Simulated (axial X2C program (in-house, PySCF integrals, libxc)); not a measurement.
## TcN⁻: properties at the nuclei

Calculated with an in-house all-electron X2C program for linear molecules (integrals from PySCF): two-component X2C with atomic mean-field Coulomb and Gaunt terms, Gaussian nuclei, basis Tc dyall-acv3z, N dyall-av3z with contracted cores.

R = 1.568 Å (near the PBE0 minimum at charge -1 of the determinant lowest at the starting distance; the state shown can have its own minimum elsewhere).

Determinant lowest in the PBE0 search, Ω = 5/2 (⟨Sz⟩ = 0.50, ⟨Lz⟩ = 2.00 at PBE0), spin on the atoms Tc 0.59, N -0.09:

```csv
level,Eeff magnitude (GV/cm),Ws magnitude Tc (kHz),A∥/gI Tc (MHz),qzz Tc (a.u.),A∥/gI N (MHz),qzz N (a.u.)
PBE0,0.377,0.0654,394,2.28,2.07,-0.51
LDA,0.0613,0.00405,335,1.99,3.01,-0.53
B3LYP,0.113,0.0142,341,2.20,1.66,-0.51
BP86,0.21,0.0329,355,1.90,3.51,-0.52
```

Determinant 0.19 eV from it at PBE0 and this distance, Ω = 3/2 (⟨Sz⟩ = -0.50, ⟨Lz⟩ = 2.00 at PBE0), spin on the atoms Tc -0.59, N 0.09:

```tsv
level	Eeff magnitude (GV/cm)	Ws magnitude Tc (kHz)	A∥/gI Tc (MHz)	qzz Tc (a.u.)	A∥/gI N (MHz)	qzz N (a.u.)
PBE0	0.347	0.127	434	2.19	1.07	-0.51
LDA	0.0135	0.00518	533	1.90	3.09	-0.53
B3LYP	0.0773	0.038	521	2.11	2.46	-0.51
BP86	0.127	0.0503	494	1.80	2.27	-0.52
```

Eeff is the effective electric field on the electron electric dipole moment in this Ω state and Ws the scalar–pseudoscalar constant of the nucleus named (defined with the proton number Z and per Ω); A∥ (defined per Ω) follows by multiplying with gI = μI/(I μN); qzz is the electric field gradient, eQq0 = 234.96 MHz × Q/barn × qzz. The operators were transformed with the bare-nucleus X2C matrices; with these basis sets, hyperfine constants and field gradients can be off by tens of per cent, and where levels differ in sign neither size nor sign is settled.

Q: With Q(14N) = 0.02044 barn (Q from Pyykkö, Mol. Phys. 2018), turn the PBE0 values of the first state into constants in MHz.

A: eQq0(14N) = 234.96 × (0.02044) × (-0.51) = -2.45 MHz.

Each state is one determinant with collinear spin. In the state Ω = 3/2 the sign of Eeff differs between levels (LDA against PBE0). For an anion, determinants above electron detachment, or with a positive highest level, are held by the basis set. Where Eeff spreads by more than a factor of two the levels disagree and none is to be relied on. Left out as unconverged or as another state under the same occupation: HF in at least one table. The search compared states at one distance, so a state with another bond length can lie lower. Further determinants of the search, some of them spin-mixed, are not shown. Where a field gradient or hyperfine factor spreads by more than a factor of two over the levels, a constant derived from it is not to be relied on. PBE0 term energies can be off by some tenths of an eV.
